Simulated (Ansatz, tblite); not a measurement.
Forces on the cluster Mg₂Te₃ at its r2SCAN-D4/def2-SVP geometry. The state is a singlet with charge 0.

In the def2 sets Te takes a core potential; there is no spin–orbit coupling. The xTB rows come from tblite. The structure comes from a short search, and lower isomers may exist.

GFN1-xTB (tblite), largest force 1.17 eV/Å:

```xyz
5
positions Å, forces eV/Å
Mg    0.479    1.474   -0.586   -0.061   -0.377    0.075
Mg   -0.083   -1.550   -0.588    0.017    0.387    0.055
Te   -0.083    1.414    1.999   -0.406   -1.049   -0.320
Te    0.878   -0.163   -2.610   -0.104    0.020    0.310
Te   -1.191   -1.175    1.785    0.554    1.020   -0.121
```

GFN2-xTB (tblite), largest force 0.44 eV/Å:

```
Mg -0.053 -0.181 0.022
Mg 0.035 0.186 0.030
Te -0.130 -0.406 -0.118
Te -0.041 0.008 0.124
Te 0.188 0.393 -0.058
```

PBE-D4/def2-TZVP (Ansatz), largest force 0.09 eV/Å:

```
Mg -0.019 -0.019 0.005
Mg 0.012 0.021 0.014
Te -0.025 -0.091 -0.001
Te 0.009 -0.001 -0.025
Te 0.023 0.090 0.006
```
